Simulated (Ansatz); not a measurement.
`[OH][AlH][CH2]F` → `[CH]F` + `[OH][AlH2]` at 500 K and 1 bar (formal loss of a carbene).

Isolated molecules relaxed with PBE0-D4/def2-TZVP in Ansatz; ΔE leaves out vibrations. CCSD(T)/CBS adds triple-zeta CCSD(T) − MP2 to the extrapolated MP2 energy (def2 sets, frozen cores). This one scheme is used for every species. Each species was taken in one conformer, which may not be the lowest.

```
          species  CCSD(T)/CBS energy (Eh)  H − E (kJ/mol)  S (J/(mol·K))
`[OH][AlH][CH2]F`               -457.47532           169.3          378.7
          `[CH]F`               -138.29972            50.0          241.9
     `[OH][AlH2]`               -319.03157            95.7          286.7
```

H − E and S are ideal-gas, rigid-rotor, harmonic terms from PBE0-D4/def2-TZVP, for one conformer and one mirror image of each species. 1 Eh = 2625.50 kJ/mol, R = 8.31446 J/(mol·K).

By hand: ΔE, ΔH, ΔS and ΔG.

ΔE = (-138.29972) + (-319.03157) − (-457.47532) = 0.14403 Eh = 378.2 kJ/mol. Δ(H − E) = 50.0 + 95.7 − 169.3 = -23.6, so ΔH = 354.6 kJ/mol. ΔS = 241.9 + 286.7 − 378.7 = 149.9 J/(mol·K). ΔG = 354.6 − 500 × (149.9)/1000 = 279.7 kJ/mol.

By hand: the equilibrium constant, and the temperature at which ΔG would vanish if ΔH and ΔS stayed fixed.

log₁₀ K = −ΔG/(RT ln 10) = -29.2. ΔG = 0 at ΔH/ΔS = 2366 K.

The number of gas molecules changes by +1, which sets the sign of ΔS. A doubt of 5 kJ/mol in ΔE shifts log₁₀ K by 0.5 here. Other conformers and mirror images would add mixing entropy, several J/(mol·K) or more a flexible species. Modes under 60 cm⁻¹, often nearly free rotors, make the harmonic entropy too high. These are equilibria of isolated gas molecules and say nothing of rates. Largest T1 diagnostic: 0.018 (customary marks: 0.02 for closed shells, 0.045 for open ones).
